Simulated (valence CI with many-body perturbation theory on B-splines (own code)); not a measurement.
## Bi⁶⁹⁺: one-electron terms

Computed by configuration interaction combined with many-body perturbation theory (CI+MBPT): four valence electrons over a frozen Dirac-Fock core [Ne], radial functions for each j: 11 s, 11 p, 9 d, 7 f, 5 g, 2 h, 1 i, with the one-electron correlation potential Σ1 (screened to all orders), the two-electron term Σ2, the three-electron term Σ3, Breit, model QED; selected single and double excitations, second order for the rest (own B-spline code, finite nucleus).

No measured spectrum was set against this ion. As an estimate, large intervals hold to a few tenths of a per cent, small ones and those within an open d or f shell to about a per cent.

These are the spectroscopic orbitals of the CI (the correlating ones are not listed), shaped by the core and the other valence electrons. h is the expectation value of the core's Dirac-Fock operator, without the valence repulsion; Σ1 is computed up to l = 3 at one energy for each symmetry, that of its lowest orbital but kept below the first core excitation, so for empty shells it is not the orbital's own correlation shift; Breit and QED include the response of the core.

| Orbital | h (hartree) | Σ1 (cm⁻¹) | Breit (cm⁻¹) | QED (cm⁻¹) | ⟨r⟩ (bohr) |
| --- | --- | --- | --- | --- | --- |
| 3s1/2 | -347 | -7855 | 73013 | 63411 | 0.1587 |
| 4s1/2 | -188.11 | -2655 | 28152 | 25395 | 0.2951 |
| 5s1/2 | -117.63 | -1220 | 13365 | 12421 | 0.4753 |
| 6s1/2 | -80.4 | -667 | 7462 | 6991 | 0.6979 |
| 3p1/2 | -339.89 | -10405 | 122974 | 6688 | 0.1484 |
| 4p1/2 | -185.16 | -3457 | 47507 | 2688 | 0.2869 |
| 5p1/2 | -116.16 | -1597 | 22729 | 1332 | 0.4685 |
| 6p1/2 | -79.563 | -875 | 12741 | 755 | 0.6927 |
| 3p3/2 | -315.84 | -8245 | 62708 | 10817 | 0.1614 |
| 4p3/2 | -175.32 | -2904 | 24669 | 4401 | 0.3042 |
| 5p3/2 | -111.21 | -1375 | 13623 | 2203 | 0.4903 |
| 6p3/2 | -76.742 | -765 | 7718 | 1257 | 0.7188 |
| 3d3/2 | -307.8 | -10583 | 54632 | -1327 | 0.1374 |
| 4d3/2 | -172.24 | -3038 | 20015 | -358 | 0.2825 |
| 5d3/2 | -109.7 | -1364 | 9541 | -145 | 0.4704 |
| 3d5/2 | -302.39 | -8836 | 26100 | 1468 | 0.1413 |
| 4d5/2 | -169.91 | -2519 | 9366 | 775 | 0.2873 |
| 5d5/2 | -108.51 | -1134 | 4621 | 424 | 0.4763 |
| 4f5/2 | -168.31 | -2540 | 2064 | -348 | 0.2493 |
| 5f5/2 | -107.7 | -1237 | 1411 | -180 | 0.4396 |
| 4f7/2 | -167.29 | -2348 | 664 | 200 | 0.2518 |
| 5f7/2 | -107.18 | -1135 | 448 | 100 | 0.4424 |
| 5g7/2 | -107.03 |  | 48.5 | -90.3 | 0.3883 |
| 5g9/2 | -106.73 |  | 11.5 | 68.9 | 0.3900 |

Among the shells of the start configuration 3s2 3p2, Σ1 is largest in size for 3p1/2, where it is 0.014 % of h.

Lowest root of each symmetry, sizes in configuration state functions:

```tsv
J	Parity	Roots	Reference	Variational	Second order	Change by selected CI (cm⁻¹)	Change by second order (cm⁻¹)
0	even	8	39	16359	35121	-13800	0
1	even	11	69	39993	105715	-11858	-4
2	even	16	97	40000	183949	-12862	-37
3	even	10	70	39996	149913	-16397	-45
4	even	6	51	39990	145106	-15008	-40
5	even	2	19	22997	75371	-14206	-16
0	odd	4	28	11976	25594	-11566	-2
1	odd	8	72	33846	79386	-14455	-3
2	odd	10	83	39998	126898	-11781	-9
3	odd	7	67	39996	104054	-18097	-25
4	odd	2	41	29320	119310	-15060	-10
```
